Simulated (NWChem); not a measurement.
System: Se anion, doublet

Here is an NWChem input.

```
start job
memory heap 200 mb stack 900 mb global 1100 mb
charge -1
geometry units angstroms noautoz
  Se     0.000000     0.000000     0.000000
end
basis spherical
  Se library def2-svp
end
dft
  odft
  mult 2
  xc m06-l
  grid xcoarse
  iterations 150
  mulliken
end
task dft gradient
```

Excerpt of the output:

```
             Northwest Computational Chemistry Package (NWChem) 7.3.0
             --------------------------------------------------------

                             Geometry "geometry" -> ""
                             -------------------------

 Output coordinates in angstroms (scale by  1.889725989 to convert to a.u.)

  No.       Tag          Charge          X              Y              Z
 ---- ---------------- ---------- -------------- -------------- --------------
    1 Se                  34.0000     0.00000000     0.00000000     0.00000000

 Effective nuclear repulsion energy (a.u.)       0.0000000000

                                 NWChem DFT Module
                                 -----------------

 Summary of "ao basis" -> "ao basis" (spherical)
 ------------------------------------------------------------------------------
       Tag                 Description            Shells   Functions and Types
 ---------------- ------------------------------  ------  ---------------------
 Se                         def2-svp                12       32   5s4p3d

            General Information
            -------------------
          SCF calculation type: DFT
          Wavefunction type:  spin polarized.
          No. of atoms     :     1
          No. of electrons :    35
           Alpha electrons :    18
            Beta electrons :    17
          Charge           :    -1
          Spin multiplicity:     2
          Use of symmetry is: off; symmetry adaption is: off
          Maximum number of iterations: 150
          AO basis - number of functions:    32
                     number of shells:    12
          Convergence on energy requested:  1.00D-06
          Convergence on density requested:  1.00D-05
          Convergence on gradient requested:  5.00D-04

              XC Information
              --------------
                        M06-L Method XC Functional
                         M06-L Exchange Functional  1.000
                       M06-L Correlation Potential  1.000

             Grid Information
             ----------------
          Grid used for XC integration:  xcoarse
          Radial quadrature: Mura-Knowles
          Angular quadrature: Lebedev.
          Tag              B.-S. Rad. Rad. Pts. Rad. Cut. Ang. Pts.
          ---              ---------- --------- --------- ---------
          Se                  1.15       75           4.0       194
          Grid pruning is: on
          Number of quadrature shells:    75
          Spatial weights used:  Erf1

      Superposition of Atomic Density Guess
      -------------------------------------

 Sum of atomic energies:       -2399.51178524

 Renormalizing density from      34.00 to     35

      Non-variational initial energy
      ------------------------------

 Total energy =   -2441.240162
 1-e energy   =   -3441.316658
 2-e energy   =    1000.076497
 HOMO         =       0.191619
 LUMO         =       0.832261

     ---------------------------------------------
      Total Density - Mulliken Population Analysis
     ---------------------------------------------

    Atom       Charge   Shell Charges
 -----------   ------   -------------------------------------------------------
    1 Se  34    35.00   2.00  2.00  1.98  0.87  1.15  5.99  5.90  0.96  4.14  7.50  2.36  0.14

     --------------------------------------------
      Spin Density - Mulliken Population Analysis
     --------------------------------------------

    Atom       Charge   Shell Charges
 -----------   ------   -------------------------------------------------------
    1 Se  34     1.00  -0.00  0.00 -0.00 -0.00  0.00  0.00  0.01  0.16  0.83 -0.00 -0.00 -0.00

   convergence    iter        energy       DeltaE   RMS-Dens  Diis-err
 ---------------- ----- ----------------- --------- --------- ---------
 d= 0,ls=0.0,diis     1  -2400.4494816092 -2.40D+03  5.56D-02  4.93D+00
                                                     5.32D-02  4.90D+00
 d= 0,ls=0.0,diis     2  -2400.6435201121 -1.94D-01  3.00D-02  2.74D+00
                                                     3.11D-02  2.79D+00
 d= 0,ls=0.5,diis     3  -2401.1616240008 -5.18D-01  1.93D-03  7.64D-03
                                                     1.59D-03  7.31D-03
 d= 0,ls=0.5,diis     4  -2401.1637976572 -2.17D-03  4.64D-04  2.77D-04
                                                     2.78D-04  2.22D-04
 d= 0,ls=0.5,diis     5  -2401.1608885917  2.91D-03  2.10D-04  7.73D-05
                                                     2.29D-04  1.01D-04
  Resetting Diis
 d= 0,ls=0.5,diis     6  -2401.1609340720 -4.55D-05  8.45D-05  2.00D-05
                                                     1.69D-04  3.63D-05
 d= 0,ls=0.5,diis     7  -2401.1609484499 -1.44D-05  1.12D-04  5.80D-06
                                                     2.42D-04  1.36D-05
 d= 0,ls=0.5,diis     8  -2401.1609561966 -7.75D-06  1.81D-05  1.79D-06
                                                     5.00D-05  2.05D-06
 d= 0,ls=0.5,diis     9  -2401.1609567122 -5.16D-07  1.63D-05  2.33D-07
                                                     1.56D-05  1.56D-07
 d= 0,ls=0.5,diis    10  -2401.1609568081 -9.59D-08  8.15D-06  2.19D-08
                                                     9.93D-06  1.65D-08

         Total DFT energy =    -2401.160956830851
      One electron energy =    -3354.790456198371
           Coulomb energy =     1040.984588995192
    Exchange-Corr. energy =      -87.355089627671
 Nuclear repulsion energy =        0.000000000000

 Numeric. integr. density =       35.000005227741

                    DFT Final Alpha Molecular Orbital Analysis
                    ------------------------------------------

[...]

                         DFT ENERGY GRADIENTS

    atom               coordinates                        gradient
                 x          y          z           x          y          z
   1 Se      0.000000   0.000000   0.000000    0.000000   0.000000   0.000000
```

Level: M06-L/def2-SVP, spin-unrestricted. The open p shell is one determinant without spherical averaging. Sets without diffuse functions describe the anion's extra electron poorly. No stability test was run on the SCF state. The highest occupied level is positive, so the extra electron may be held by the finite basis.
